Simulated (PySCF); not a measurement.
Predicted microwave data (PBE0/pcSseg-1 in PySCF (dipole) on a GFN2-xTB geometry, gas phase) for one isomer of C10H16:

| Property | Result |
| --- | --- |
| Rotational constants | A = 2861, B = 708.8, C = 648.3 MHz |
| Dipole components | \|μa\| = 0.53 D, \|μb\| = 0.07 D, \|μc\| = 0.14 D |
| Inertial defect | -110.17 u·Å² |
| κ | -0.95 |

Question: Which candidate fits, each taken in the one conformer that was computed?
A. `[CH2:1]=[CH:2][CH2:3][C@@H:4]1[C@H:5]2[CH2:6][C@@H:7]1[C@H:8]([CH3:9])[CH2:10]2` with C1–C2–C3–C4 -124°, C2–C3–C4–C5 168°
B. `[CH3:1][C@:2]12[CH2:3][C@:4]([CH:5]3[CH2:6][CH2:7][CH2:8]3)([CH2:9]1)[CH2:10]2` with C3–C4–C5–C6 173°, C1–C2–C3–C4 180°, C2–C3–C4–C5 179°, C4–C5–C6–C7 -131°, C5–C6–C7–C8 11°
C. adamantane, `C1C2CC3CC1CC(C2)C3`
D. `[CH2:1]1[CH2:2][C@@H:3]2[C@@H:4]3[CH2:5][CH2:6][C@@H:7]([CH2:8]3)[C@@H:9]2[CH2:10]1` with C10–C1–C2–C3 29°, C1–C2–C3–C4 97°, C2–C3–C4–C5 -47°, C3–C4–C5–C6 -70°
E. `[CH2:1]=[CH:2][CH2:3][C@@H:4]1[C@H:5]2[CH2:6][CH2:7][CH2:8][CH2:9][C@@H:10]12` with C1–C2–C3–C4 -120°, C2–C3–C4–C5 -83°, C3–C4–C5–C6 140°, C4–C5–C6–C7 89°, C5–C6–C7–C8 -51°, C6–C7–C8–C9 68°

Answer: E. It is C=CC[C@@H]1[C@H]2CCCC[C@@H]12, a near-prolate asymmetric top, point group C1. The candidates at the same level (rigid rotor, commonest isotopes):

```
                                SMILES  A (MHz)  B (MHz)  C (MHz)  μa (D)  μb (D)  μc (D)  Δ (u·Å²)  point group                        rotor
   C=CC[C@@H]1[C@H]2C[C@@H]1[C@H](C)C2     2147    990.0    838.5    0.16    0.22    0.02   -143.11           C1               asymmetric top
                    C1C2CC3CC1CC(C2)C3     1709     1709     1709    0.00    0.00    0.00   -295.63           Td                spherical top
         C=CC[C@@H]1[C@H]2CCCC[C@@H]12     2861    708.8    648.3    0.53    0.07    0.14   -110.17           C1  near-prolate asymmetric top
            C[C@]12C[C@](C3CCC3)(C1)C2     3608    779.8    753.7    0.11    0.00    0.04   -117.63           Cs  near-prolate asymmetric top
C1C[C@@H]2[C@@H]3CC[C@@H](C3)[C@@H]2C1     2247     1387     1299    0.00    0.00    0.12   -200.19           Cs               asymmetric top
```

`C1C[C@@H]2[C@@H]3CC[C@@H](C3)[C@@H]2C1` has C 100 % too high; `C=CC[C@@H]1[C@H]2C[C@@H]1[C@H](C)C2` has B 40 % too high; `C1C2CC3CC1CC(C2)C3` has C 164 % too high; `C[C@]12C[C@](C3CCC3)(C1)C2` has A 26 % too high. No structure here is proved a minimum.
